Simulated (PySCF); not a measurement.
Cobalt: a sound run and one with changed settings

Sound run: Co(2+) [Ar] 3d7, Co(3+) [Ar] 3d6. All numbers are calculated (PySCF 2.14, no relativity, point nucleus, in 6-31G*). The sound run starts from symmetry-adapted Hartree-Fock orbitals and uses a fine grid where one is needed.

A second run was set up differently.

| species | method | sound run (hartree) | changed run (hartree) | converged |
| --- | --- | --- | --- | --- |
| Co(2+) | UHF | -1380.39450 | -1380.39450 | yes |
| Co(2+) | PBE0 | -1381.39021 | -1381.42916 | yes |
| Co(2+) | LDA | -1378.98273 | -1379.08221 | yes |
| Co(3+) | UHF | -1379.24008 | -1379.24008 | yes |
| Co(3+) | PBE0 | -1380.15123 | -1380.19146 | yes |
| Co(3+) | LDA | -1377.72343 | -1377.82164 | yes |

Ionisation energy of Co(2+):

```csv
method,sound run (eV),changed run (eV)
UHF,31.413,31.413
PBE0,33.714,33.680
LDA,34.267,34.302
```

(1) What was changed?
A. all electrons correlated in a valence basis
B. a valence shell is frozen
C. radial grid too coarse
D. too few SCF iterations

Results:

(1) C. It used radial step 0.5 in ln r (0.13 in the sound run). A coarse radial grid mis-integrates the density and the exchange-correlation energy, with errors of either sign; Hartree-Fock needs no grid.
